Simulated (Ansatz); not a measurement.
`[CH3][Al-]([CH3])([OH])[PH3+]`, charge 0, multiplicity 1.

Question: Give a relaxed structure at PBE0-D4/def2-TZVP (Ansatz 0.2.0). (Estimate.)

Answer: Computed: 
Z-matrix (Å, degrees):
```
C
Al 1 1.960
H 1 1.094 2 112.1
H 1 1.095 2 112.6 3 -121.9
H 1 1.096 2 110.5 3 118.9
C 2 1.967 1 121.8 3 170.3
O 2 1.730 1 114.7 3 -34.6
P 2 2.617 1 98.5 3 61.5
H 6 1.096 2 110.7 1 74.3
H 6 1.095 2 113.1 1 -165.9
H 6 1.095 2 111.9 1 -44.4
H 7 0.955 2 121.2 1 -159.5
H 8 1.413 2 127.1 1 61.2
H 8 1.411 2 117.2 1 -173.8
H 8 1.410 2 114.3 1 -60.5
```
This is one stationary point; other conformers may exist.
